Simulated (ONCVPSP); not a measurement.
**Which change was made? (Sb, ONCV)**

```
Element                 : Sb (Z = 51)
Generator               : ONCVPSP 4.0.1
Type                    : optimised norm-conserving Vanderbilt (ONCV)
Functional              : LDA (Perdew-Wang 92)
Relativity              : scalar-relativistic
Frozen core             : [Ar] 3d10
Valence charge          : 23
Reference configuration : 4s2 4p6 4d10 5s1.5 5p3.5
Partial waves           : 4s+5s: rc 1.20 bohr, ncon 4, nbas 8, qcut 9.9 1/bohr, 2 projectors; 4p+5p: rc 1.15 bohr, ncon 4, nbas 7, qcut 14.1 1/bohr, 2 projectors; 4d: rc 0.95 bohr, ncon 3, nbas 7, qcut 8.5 1/bohr, local
Local potential         : the d channel
Core correction         : Teter function fitted to the true core (icmod 2), fcfact 0.5
```

Cutoffs, loose and tight: the cutoffs (Ha) at which the residual kinetic energy of the hardest occupied pseudo-wave falls to 1 and 0.1 mHa per electron. They do not see the model core or the augmentation charge, which bear on the density cutoff. Test errors are all-electron minus pseudo excitation energies from the reference, over the configurations 4s2 4p6 4d10 5s2 5p3; 4s2 4p6 4d10 5s2 5p2; 4s2 4p6 4d10 5s2 5p1; 4s2 4p6 4d9 5s2 5p4; variants that change the core or the reference have their own tests.

The base gives: outcome: generated; cutoff, loose: 120 Ha; cutoff, tight: 224 Ha; bound ghosts: none; GHOST(+) flags above zero: s; largest test error (meV): -4.3.

(1) After one change the result is: outcome: generated; cutoff, loose: 120 Ha; cutoff, tight: 224 Ha; bound ghosts: none; GHOST(+) flags above zero: s; largest test error (meV): -77. Which change was it?
A. reference 4s2 4p6 4d10 5s2 5p3
B. s: qcut 9.4; p: qcut 13.4; d: qcut 8.1
C. d: rc 0.78

Results:

(1) A. The others give: s: qcut 9.4; p: qcut 13.4; d: qcut 8.1 → outcome: generated; cutoff, loose: 179 Ha; cutoff, tight: 277 Ha; bound ghosts: none; GHOST(+) flags above zero: p; largest test error (meV): -5.1 | d: rc 0.78 → outcome: generated; cutoff, loose: 262 Ha; cutoff, tight: 419 Ha; bound ghosts: none; GHOST(+) flags above zero: none; largest test error (meV): -4.4.
